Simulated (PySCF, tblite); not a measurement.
Parent: `[F:1][C:2]([F:3])=[C:4]([F:5])[P:6]1[CH:7]=[CH:8][CH2:9][CH2:10]1` with C2–C4–P6–C7 -59°, C4–P6–C7–C8 -86°, C7–C8–C9–C10 -16°, C8–C9–C10–P6 23°, C4–P6–C10–C9 77°, C6H6F3P.

The geometries are computed with GFN2-xTB (gas phase). One conformer each, not checked by frequencies here.

```csv
coordinate of the parent,value
F1–C2,1.330 Å
C2–F3,1.327 Å
C2=C4,1.327 Å
C4–F5,1.347 Å
C4–P6,1.855 Å
P6–C7,1.827 Å
C7=C8,1.326 Å
C8–C9,1.495 Å
C9–C10,1.532 Å
P6–C10,1.862 Å
F1–C2–F3,110.7°
F1–C2–C4,121.8°
F3–C2–C4,127.5°
C2–C4–F5,119.0°
C2–C4–P6,123.5°
F5–C4–P6,117.1°
C4–P6–C7,96.5°
C4–P6–C10,97.2°
C7–P6–C10,89.4°
P6–C7–C8,113.4°
C7–C8–C9,116.9°
C8–C9–C10,107.4°
P6–C10–C9,107.9°
```

**Question.** How does the shared frame change in `[F:1][C:2]([F:3])=[C:4]([F:5])[P@:6]1(=[S:7])[CH:8]=[CH:9][CH2:10][CH2:11]1` with C2–C4–P6–S7 75°, C4–P6–C8–C9 -95°, C8–C9–C10–C11 -16°, C9–C10–C11–P6 20°, C4–P6–C11–C10 88°, C6H6F3PS? Atoms pair as F1 = F3, C2 = C2, F3 = F1, C4 = C4, F5 = F5, P6 = P6, C7 = C8, C8 = C9, C9 = C10, C10 = C11 (parent first).

**Answer.** 
```tsv
parent	relative	value in the relative	change
F1–C2	F3–C2	1.326 Å	-0.004
C2–F3	C2–F1	1.319 Å	-0.008
C2=C4	C2=C4	1.327 Å	0.000
C4–F5	C4–F5	1.341 Å	-0.006
C4–P6	C4–P6	1.851 Å	-0.004
P6–C7	P6–C8	1.813 Å	-0.014
C7=C8	C8=C9	1.328 Å	+0.002
C8–C9	C9–C10	1.498 Å	+0.003
C9–C10	C10–C11	1.532 Å	0.000
P6–C10	P6–C11	1.846 Å	-0.016
F1–C2–F3	F3–C2–F1	111.3°	+0.6
F1–C2–C4	F3–C2–C4	120.3°	-1.5
F3–C2–C4	F1–C2–C4	128.3°	+0.8
C2–C4–F5	C2–C4–F5	121.3°	+2.3
C2–C4–P6	C2–C4–P6	120.5°	-3.0
F5–C4–P6	F5–C4–P6	117.8°	+0.7
C4–P6–C7	C4–P6–C8	103.9°	+7.4
C4–P6–C10	C4–P6–C11	102.4°	+5.2
C7–P6–C10	C8–P6–C11	92.7°	+3.3
P6–C7–C8	P6–C8–C9	110.9°	-2.5
C7–C8–C9	C8–C9–C10	118.0°	+1.1
C8–C9–C10	C9–C10–C11	108.4°	+1.0
P6–C10–C9	P6–C11–C10	106.0°	-1.9
```

Of the parent's bonds, P6–C10 changes most (-0.016 Å). Bonds of the relative outside the shared frame: P6=S7 1.931 Å. Point group C1 → C1.

**Question.** How does the shared frame change in `[O:1]=[P@:2]1([C:3]([F:4])=[C:5]([F:6])[F:7])[CH:8]=[CH:9][CH2:10][CH2:11]1` with O1–P2–C3–F4 111°, O1–P2–C8–C9 -140°, C8–C9–C10–C11 17°, C9–C10–C11–P2 -23°, O1–P2–C11–C10 149°, C6H6F3OP? Atoms pair as F1 = F7, C2 = C5, F3 = F6, C4 = C3, F5 = F4, P6 = P2, C7 = C8, C8 = C9, C9 = C10, C10 = C11 (parent first).

**Answer.** 
```
   parent    relative  value in the relative  change
    F1–C2       F7–C5                1.325 Å  -0.005
    C2–F3       C5–F6                1.321 Å  -0.006
    C2=C4       C5=C3                1.323 Å  -0.004
    C4–F5       C3–F4                1.340 Å  -0.007
    C4–P6       C3–P2                1.851 Å  -0.004
    P6–C7       P2–C8                1.807 Å  -0.020
    C7=C8       C8=C9                1.327 Å  +0.001
    C8–C9      C9–C10                1.500 Å  +0.005
   C9–C10     C10–C11                1.531 Å  -0.001
   P6–C10      P2–C11                1.834 Å  -0.028
 F1–C2–F3    F7–C5–F6                 111.1°    +0.4
 F1–C2–C4    F7–C5–C3                 120.1°    -1.7
 F3–C2–C4    F6–C5–C3                 128.8°    +1.3
 C2–C4–F5    C5–C3–F4                 121.7°    +2.7
 C2–C4–P6    C5–C3–P2                 118.4°    -5.1
 F5–C4–P6    F4–C3–P2                 119.8°    +2.7
 C4–P6–C7    C3–P2–C8                 104.4°    +7.9
C4–P6–C10   C3–P2–C11                 103.6°    +6.4
C7–P6–C10   C8–P2–C11                  93.4°    +4.0
 P6–C7–C8    P2–C8–C9                 110.1°    -3.3
 C7–C8–C9   C8–C9–C10                 117.9°    +1.0
C8–C9–C10  C9–C10–C11                 108.5°    +1.1
P6–C10–C9  P2–C11–C10                 105.0°    -2.9
```

Of the parent's bonds, P6–C10 changes most (-0.028 Å). Bonds of the relative outside the shared frame: O1=P2 1.461 Å. Point group C1 → C1.

**Question.** How does the shared frame change in `[F:1][C:2]([F:3])=[C:4]([F:5])[P@H+:6]1[CH:7]=[CH:8][CH2:9][CH2:10]1` (charge +1) with C2–C4–P6–C7 114°, [C6H7F3P]+? Atoms pair as F1 = F3, C2 = C2, F3 = F1, C4 = C4, F5 = F5, P6 = P6, C7 = C7, C8 = C8, C9 = C9, C10 = C10 (parent first).

**Answer.** 
| parent | relative | value in the relative | change |
| --- | --- | --- | --- |
| F1–C2 | F3–C2 | 1.317 Å | -0.013 |
| C2–F3 | C2–F1 | 1.295 Å | -0.032 |
| C2=C4 | C2=C4 | 1.337 Å | +0.010 |
| C4–F5 | C4–F5 | 1.337 Å | -0.010 |
| C4–P6 | C4–P6 | 1.807 Å | -0.048 |
| P6–C7 | P6–C7 | 1.779 Å | -0.048 |
| C7=C8 | C7=C8 | 1.338 Å | +0.012 |
| C8–C9 | C8–C9 | 1.486 Å | -0.009 |
| C9–C10 | C9–C10 | 1.547 Å | +0.015 |
| P6–C10 | P6–C10 | 1.819 Å | -0.043 |
| F1–C2–F3 | F3–C2–F1 | 112.9° | +2.2 |
| F1–C2–C4 | F3–C2–C4 | 119.6° | -2.2 |
| F3–C2–C4 | F1–C2–C4 | 127.4° | -0.1 |
| C2–C4–F5 | C2–C4–F5 | 122.5° | +3.5 |
| C2–C4–P6 | C2–C4–P6 | 124.9° | +1.4 |
| F5–C4–P6 | F5–C4–P6 | 112.6° | -4.5 |
| C4–P6–C7 | C4–P6–C7 | 113.5° | +17.0 |
| C4–P6–C10 | C4–P6–C10 | 111.0° | +13.8 |
| C7–P6–C10 | C7–P6–C10 | 95.8° | +6.4 |
| P6–C7–C8 | P6–C7–C8 | 109.8° | -3.6 |
| C7–C8–C9 | C7–C8–C9 | 118.8° | +1.9 |
| C8–C9–C10 | C8–C9–C10 | 109.7° | +2.3 |
| P6–C10–C9 | P6–C10–C9 | 105.4° | -2.5 |

Of the parent's bonds, C4–P6 and P6–C7 change most and about equally (-0.048 Å). Point group C1 → C1.

**Question.** How does the shared frame change in `[CH3:1][P@@+:2]1([C:3]([F:4])=[C:5]([F:6])[F:7])[CH:8]=[CH:9][CH2:10][CH2:11]1` (charge +1) with C1–P2–C3–F4 4°, [C7H9F3P]+? Atoms pair as F1 = F7, C2 = C5, F3 = F6, C4 = C3, F5 = F4, P6 = P2, C7 = C8, C8 = C9, C9 = C10, C10 = C11 (parent first).

**Answer.** 
```
   parent    relative  value in the relative  change
    F1–C2       F7–C5                1.324 Å  -0.006
    C2–F3       C5–F6                1.297 Å  -0.030
    C2=C4       C5=C3                1.334 Å  +0.007
    C4–F5       C3–F4                1.333 Å  -0.014
    C4–P6       C3–P2                1.820 Å  -0.035
    P6–C7       P2–C8                1.784 Å  -0.043
    C7=C8       C8=C9                1.335 Å  +0.009
    C8–C9      C9–C10                1.487 Å  -0.008
   C9–C10     C10–C11                1.543 Å  +0.011
   P6–C10      P2–C11                1.825 Å  -0.037
 F1–C2–F3    F7–C5–F6                 112.7°    +2.0
 F1–C2–C4    F7–C5–C3                 118.6°    -3.2
 F3–C2–C4    F6–C5–C3                 128.7°    +1.2
 C2–C4–F5    C5–C3–F4                 122.8°    +3.8
 C2–C4–P6    C5–C3–P2                 121.5°    -2.0
 F5–C4–P6    F4–C3–P2                 115.7°    -1.4
 C4–P6–C7    C3–P2–C8                 111.8°   +15.3
C4–P6–C10   C3–P2–C11                 112.4°   +15.2
C7–P6–C10   C8–P2–C11                  95.3°    +5.9
 P6–C7–C8    P2–C8–C9                 110.0°    -3.4
 C7–C8–C9   C8–C9–C10                 118.7°    +1.8
C8–C9–C10  C9–C10–C11                 109.7°    +2.3
P6–C10–C9  P2–C11–C10                 105.4°    -2.5
```

Of the parent's bonds, P6–C7 changes most (-0.043 Å). Bonds of the relative outside the shared frame: C1–P2 1.802 Å. Point group C1 → C1.
